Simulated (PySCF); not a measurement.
Cartesian coordinates in Å; atom numbers follow the order of the lines, from 1:
```xyz
14

Si   -1.883    0.941    0.160
Si    0.084   -0.056   -0.639
Si    1.956    0.966    0.343
C     0.038   -1.898   -0.157
Cl   -1.512   -2.624   -0.689
H    -3.072    0.561   -0.657
H    -1.740    2.431    0.143
H    -2.087    0.503    1.576
H     0.170    0.049   -2.129
H     1.825    0.921    1.833
H     2.042    2.395   -0.088
H     3.222    0.267   -0.043
H     0.855   -2.465   -0.626
H     0.111   -2.028    0.933
```

Geometry: PBE0-D3(BJ)/def2-SVP; GIAO absolute shieldings from PySCF, gas phase, non-relativistic, averaged over equivalent atoms.

At CAM-B3LYP/pcSseg-1 (158 basis functions, 20 s wall time on 1 thread of an x86-64 server CPU, shared host):
```csv
atoms,σ (ppm)
Si2,404.7
Si1/Si3,450.2
C4,151.9
Cl5,879.2
H9,27.37
H6/H7/H8/H10/H11/H12,27.86
H13/H14,28.49
```

Problem. Predict the values at B3LYP/pcSseg-1 on the same geometry.

Solution. 
```tsv
atoms	σ at B3LYP/pcSseg-1	change
Si2	397.4	-7.3
Si1/Si3	443.5	-6.7
C4	146.0	-5.9
Cl5	857.2	-22.0
H9	27.39	+0.02
H6/H7/H8/H10/H11/H12	27.90	+0.04
H13/H14	28.42	-0.07
```

The largest change is at Cl5 (chlorine bonded to C). Cost: 158 basis functions, 14 s wall time on 1 thread of an Arm Neoverse V2, shared host.

Carbons that carry Cl, above all several Cl atoms, come out too deshielded, partly because spin–orbit coupling is missing.
